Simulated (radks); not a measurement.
All-electron atom: Zr III in [Kr] 4d2 (the NIST ground configuration).

Calculated with a radial shooting solver on a logarithmic mesh with Libxc functionals: scalar-relativistic Kohn-Sham, PBE, spin-unpolarised, spherical densities, point nucleus.

Energy parts (hartree):
part                       energy
total                 -3597.79318
kinetic                3699.36255
electron-nucleus      -8642.80975
Hartree                1459.22293
exchange-correlation   -113.56891

Orbitals (lengths in bohr, moments of r in powers of bohr):
orbital  occ.  eigenvalue (hartree)      <r^4>
1s          2             -655.6025  8.871e-06
2s          2             -91.30033   0.001674
2p          6             -81.47432   0.001202
3s          2             -15.41028    0.09046
3p          6             -12.20887     0.1019
3d         10              -6.95517     0.1216
4s          2              -2.53524      4.219
4p          6              -1.72427      7.220
4d          2              -0.63575      42.95

The highest occupied level is 4d at -17.300 eV. For comparison, the ionisation energy in NIST's Atomic Spectra Database is 23.170 eV (semi-empirical). In exact Kohn-Sham theory the highest level is minus the ionisation energy, but local and semilocal functionals leave it too shallow, through self-interaction and a potential that decays too fast; potentials with the right tail come closer.

Beside tabulated values, note that spin-unpolarised runs miss the spin-polarisation part of the exchange energy of open shells.
